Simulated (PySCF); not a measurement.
# Electron correlation in Zn (zinc, neutral)

[Ar] 3d9 4s2 5s1, high-spin 3D determinant (an excited configuration). All numbers are calculated (PySCF 2.14, scalar relativity by spin-free X2C-1e, in x2c-TZVPPall with one added diffuse shell each of s, p, d, f type (7s6p5d3f1g, 80 functions)). Frozen: [Ar]; 12 electrons correlated.

```csv
level,correlation energy (mhartree)
CCSD,-387.44
(T),-11.28
CCSD(T),-398.72
```

Diagnostics: T1 = 0.015, D1 = 0.0569, largest double amplitude 0.079.

The outer electron is Rydberg-like, and this basis confines it to a smaller radius and binds it less than a complete one would.

Cost of the coupled-cluster step: roughly 60 core-seconds, for 12 correlated electrons.
